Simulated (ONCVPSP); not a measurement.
# Before and after: ONCV potential for rhenium

- Element: Re (Z = 75)
- Generator: ONCVPSP 4.0.1
- Type: optimised norm-conserving Vanderbilt (ONCV)
- Functional: PBE
- Relativity: scalar-relativistic
- Frozen core: [Kr] 4d10 4f14
- Valence charge: 15
- Reference configuration: 5s2 5p6 5d5 6s0.5 (charge +1.5)
- Partial waves: 5s+6s: rc 1.65 bohr, ncon 4, nbas 7, qcut 6.1 1/bohr, 2 projectors; 5p: rc 1.85 bohr, ncon 4, nbas 7, qcut 6.5 1/bohr, 2 projectors, debl 1.7 Ha; 5d: rc 2.45 bohr, ncon 5, nbas 10, qcut 6.4 1/bohr, 2 projectors, debl 2.6 Ha
- Local potential: polynomial inside 1.60 bohr (lpopt 5, dvloc0 0 Ha)
- Core correction: Teter function, fcfact 3.5, rcfact 1.7

In the p channel the program set the typed energies aside and used -2.172, 0.250 Ha.

Change: local potential polynomial inside 1.60 bohr (lpopt 5, dvloc0 0.5 Ha).

Cutoffs: the cutoffs (Ha) at which the residual kinetic energy of the hardest occupied pseudo-wave falls to 1 and 0.1 mHa per electron; they do not see the model core or the augmentation charge, which bear on the density cutoff. Errors are all-electron minus pseudo energies relative to the spin-unpolarised reference configuration.

**Question.** How do hardness, ghosts and transferability respond?

**Answer.** The potential gets neither clearly harder nor softer (17 Ha and 35 Ha → 17 Ha and 35 Ha); the errors of the 4 common tests hardly move; the range in which the s phases agree narrows (upper end at the end of the scan → 2.2); neither file shows a bound ghost.

```csv
quantity,base,changed
"cutoff, loose",17 Ha,17 Ha
"cutoff, tight",35 Ha,35 Ha
bound ghosts,none,none
GHOST(+) flags under 300 eV,none,none
"error for 5s2 5p6 5d5 6s2, meV [ΔE -16.49 eV]",-6.6,-5.9
"error for 5s2 5p6 5d5 6s1, meV [ΔE -7.24 eV]",+0.3,+0.5
"error for 5s2 5p6 5d5 6s0, meV [ΔE 9.08 eV]",-5.9,-5.8
"error for 5s1 5p6 5d5 6s2, meV [ΔE 75.27 eV]",-438,-424
s: phases at 1.68 bohr within 0.05 rad from the reference energy up to (Ha; the scan ends near 5),to the end of the scan,2.2
p: phases at 1.88 bohr within 0.05 rad from the reference energy up to (Ha; the scan ends near 5),to the end of the scan,4.7
d: phases at 2.49 bohr within 0.05 rad from the reference energy up to (Ha; the scan ends near 5),to the end of the scan,to the end of the scan
"rms error of d²Exc/dni dnj with the model core, mHa",2.44,2.44
```
